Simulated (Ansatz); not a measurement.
`[OH][GeH2][B](O)Cl` + HBr → `[OH][GeH2][Br]` + `OBCl`  (cleavage of the Ge–B bond)

Computed with Ansatz on PBE0-D4/def2-TZVP structures; ΔE is electronic, products minus reactants. CCSD(T)/CBS is the MP2 limit (def2-TZVPP, def2-QZVPP) plus CCSD(T) − MP2 in def2-TZVPP, frozen cores. This one scheme is used for every species. DFT in def2-TZVPP. B3LYP here is the variant with VWN-RPA as its local correlation; programs differ in this. For Br, Ge outer-core shells are correlated without core-valence functions, which leaves a few kJ/mol of doubt a bond. Scalar relativity is left out up to krypton. One conformer a species, not always the lowest.

`[OH][GeH2][B](O)Cl`:

Z-matrix (Å, degrees):
```
Ge
B 1 2.076
O 1 1.787 2 108.8
H 1 1.536 2 113.5 3 -117.0
H 1 1.544 2 111.0 3 119.8
Cl 2 1.778 1 118.7 3 -13.9
O 2 1.340 1 121.4 3 167.0
H 3 0.960 1 111.3 2 25.1
H 7 0.965 2 114.6 1 179.1
```

HBr:

```xyz
2

Br    0.616    0.263    0.235
H    -0.616   -0.263   -0.235
```

`[OH][GeH2][Br]`:

Cartesian coordinates in Å:
```
O -0.533 -0.901 0.965
Ge 0.400 0.076 -0.172
Br -0.593 2.152 -0.380
H -1.446 -1.027 0.694
H 0.397 -0.544 -1.576
H 1.775 0.245 0.470
```

`OBCl`:

Z-matrix (Å, degrees):
```
B
O 1 1.340
Cl 1 1.766 2 121.0
H 1 1.189 2 119.8 3 -180.0
H 2 0.963 1 113.9 3 -0.0
```

(1) Is it downhill or uphill in electronic energy at CCSD(T)/CBS, and by how much? (Estimate.)

(2) What do these levels give: revPBE, r2SCAN, B3LYP, HF/def2-SVP, SCS-MP2/def2-QZVPP, MP2/CBS(def2)? (Estimate.)

(3) What do rigid-rotor, harmonic-oscillator terms from PBE0-D4/def2-TZVP frequencies (298.15 K, 1 bar) make of the CCSD(T)/CBS value? (Estimate.)

Largest T1 diagnostic among the species: 0.013.

## Answers

(1) Computed: Downhill: ΔE = -24.1 kcal/mol.

(2) Computed: revPBE -24.4, r2SCAN -25.4, B3LYP -26.1, HF/def2-SVP -29.2, SCS-MP2/def2-QZVPP -26.2, MP2/CBS(def2) -25.7 kcal/mol.

(3) Computed: ΔZPE = +2.2 kcal/mol, ΔH = -22.7 kcal/mol, ΔS = 7 J/(mol·K), ΔG = -23.3 kcal/mol. Modes under 50 cm⁻¹ make the entropy rough.

Leaving LDA and LC-ωPBE aside and taking each functional with its dispersion term where it has one, the values, not all of them listed here, spread over 4.1 kcal/mol, from BHLYP-D4 to revPBE-D4. LDA lies +2.2 kcal/mol from PBE without D4. The D4 term adds +1.1 kcal/mol with B3LYP and +0.7 kcal/mol with PBE0; it sums over pairs of atoms, weighted by their polarisabilities, and B3LYP, whose exchange is more repulsive, gets the larger term. From BLYP to BHLYP (50 % exact exchange), in def2-TZVPP and without D4, ΔE moves by −2.4 kcal/mol.
